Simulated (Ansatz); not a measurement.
Reaction (isomerisation): `CO[CH2][AlH][OH]` → `C[O][Al]([CH3])[OH]`

Computed with Ansatz on PBE0-D4/def2-TZVP structures; ΔE is electronic, products minus reactants. CCSD(T)/CBS adds triple-zeta CCSD(T) − MP2 to the extrapolated MP2 energy (def2 sets, frozen cores). DFT in def2-TZVPP. HSE06 is defined as in plane-wave codes. Each species was taken in one conformer, which may not be the lowest.

```tsv
level	ΔE (kJ/mol)
r2SCAN-D4	-244.7
BHLYP-D4	-247.9
PBE	-230.7
HSE06	-237.5
RPA@PBE/def2-TZVPP	-232.8
CCSD/def2-SVP	-236.0
HF/def2-TZVPP	-250.7
HF/def2-QZVPP	-251.8
```

**Question.** What does CCSD(T)/CBS give? (Best estimate.)

**Answer.** Computed: -246.4 kJ/mol. The listed levels differ from it by 1.7, -1.5, 15.7, 8.9, 13.6, 10.4, -4.3, -5.4 kJ/mol.

Largest T1 diagnostic among the species: 0.012.

Leaving LDA and LC-ωPBE aside and taking each functional with its dispersion term where it has one, the values, not all of them listed here, spread over 22.8 kJ/mol, from r2SCAN0-D4 to revPBE-D4. LDA lies +5.4 kJ/mol from PBE without D4. At CCSD(T), def2-SVP lies +13.4 kJ/mol from the extrapolated value and def2-TZVPP +2.5 kJ/mol.
